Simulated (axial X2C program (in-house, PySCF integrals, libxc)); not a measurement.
**Ω levels of TiSH from open-shell CI on d2 s1 p(π)0**

Calculated with an axial X2C code built on PySCF integrals: two-component X2C with atomic mean-field Coulomb and Gaunt terms, basis Ti dyall-v3z, S dyall-av3z, H dyall-v3z (cores contracted in-house). Orbitals come from Hartree–Fock averaged over the configuration Ti d2 s1 p(π)0; CI then distributes these electrons over the d, s, p(π) shells of Ti. The speed of light was multiplied by 1.3, so these are model numbers.

Ti–S–H held linear, bonds 2.392 and 1.340 Å (the second held) (near the minimum of the configuration average).

Lowest levels of this model:

```tsv
Ω	energy (cm⁻¹)	g∥	μ (D)	configuration
3/2	0	0.06	-2.09	100% d2 s1
5/2	59	4.11	-2.08	100% d2 s1
7/2	124	8.11	-2.09	100% d2 s1
1/2	197	2.00	-1.90	100% d2 s1
9/2	198	12.01	-2.10	100% d2 s1
3/2	243	1.94	-1.90	100% d2 s1
5/2	288	5.90	-1.91	100% d2 s1
7/2	329	9.90	-1.91	100% d2 s1
1/2	1034	2.75	-2.05	100% d2 s1
1/2	1072	1.31	-2.04	100% d2 s1
3/2	1082	4.17	-2.05	100% d2 s1
5/2	1118	8.00	-2.04	100% d2 s1
3/2	1293	5.83	-2.10	100% d2 s1
1/2	1310	1.94	-2.10	100% d2 s1
5/2	4672	5.96	-2.21	95% d2 s1
7/2	5167	8.00	-2.17	99% d2 s1
9/2	14784	10.00	-1.96	97% d2 s1
7/2	14784	6.00	-1.96	97% d2 s1
9/2	19223	12.01	-3.84	50% d2 p(π)1 + 49% d3
9/2	24528	10.00	-3.28	72% d2 p(π)1 + 26% d3
11/2	24735	14.01	-4.01	100% d2 p(π)1
```

g∥ is the magnitude of 2⟨Lz + ge Sz⟩ for the +Ω component. μ is positive if the H end is positive.

Problem. From Ω and g∥ of the lowest level, whose 2⟨Lz + ge Sz⟩ is positive, find ⟨Sz⟩ and ⟨Lz⟩ (ge = 2.0023).

Solution. Ω = ⟨Lz⟩ + ⟨Sz⟩ = 3/2 and ⟨Lz⟩ + ge⟨Sz⟩ = 0.030, so ⟨Sz⟩ = -1.47 and ⟨Lz⟩ = 2.97.

Occupations of the active spinors in the lowest level by ω, shell by shell in order of energy: -5/2: 0.00; -3/2: 0.00 0.00 0.00; -1/2: 0.03 0.00 0.98 0.00; 1/2: 0.03 0.94 0.01 0.00; 3/2: 0.99 0.00 0.00; 5/2: 0.01. The leading determinant has weight 0.94 among 82.

This point took 1.7 s on 1 thread of AMD EPYC 7R43 64-Core Processor (Zen 3), on a shared host.

There is no dynamic correlation: spin–orbit spacings and, for f shells, spacings inside one term are the most reliable numbers, splittings between terms come out too wide, and energies between configurations are not reliable, so the lowest level need not be the ground state of the molecule. For d shells the ligand-field splittings (σ, π, δ) and their order can be off by a thousand cm⁻¹ or more. At most 4 roots were kept for each Ω > 0 (twice that for Ω = 0) within 3.2 eV of the lowest, so higher up levels can be missing between those listed; levels with Ω > 0 are doubly degenerate and listed once, Ω = 0 levels singly. States that fill the shells left empty in the average are placed too high. The molecule was held linear; bending was not examined. Hydrosulfides and their kin are strongly bent in nature, so this linear model does not describe the real molecule.
